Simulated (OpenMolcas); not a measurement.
An OpenMolcas run meant for Os III (ANO-R1, X2C; inactive shells 1s 2s 2p 3s 3p 3d 4s 4p 4d 4f 5s 5p; intended active space 6 electrons in 5 orbitals (5d)). One step of its input:

```
&RASSCF
FileOrb=start.orb
Symmetry=1
Spin=5
nActEl=6 0 0
Inactive=15 19
Ras2=5 0
CIRoot=10 10 1
SDav=5
CIMx=300
Iter=67 100
PrWF=0.3
OrbListing=Nothing
MaxOrb=0
Atom
>>> COPY $Project.JobIph JOB001
```

Lines from the output:

```
...
      Number of secondary orbitals              17
      Spin quantum number                      2.0
      State symmetry                             1
Orbital specifications:
      -----------------------

      Symmetry species                           1   2
                                                ag  au
      Frozen orbitals                            0   0
      Inactive orbitals                         15  19
      Active orbitals                            5   0
      RAS1 orbitals                              0   0
      RAS2 orbitals                              5   0
      RAS3 orbitals                              0   0
      Secondary orbitals                         7  10
      Deleted orbitals                           0   0
      Number of basis functions                 27  29
      Number of CSFs                             5
      Number of root(s) required                10
 ************ ERROR ***********
  You can't ask for more roots
  than there are configurations
 ******************************
--- Stop Module: rasscf at  /rc=_RC_INPUT_ERROR_ ---
.####################.
.# User input error #.
.####################.
```

Question: What is wrong with the input?

Answer: CIRoot asks for more roots than the active space has configuration state functions.
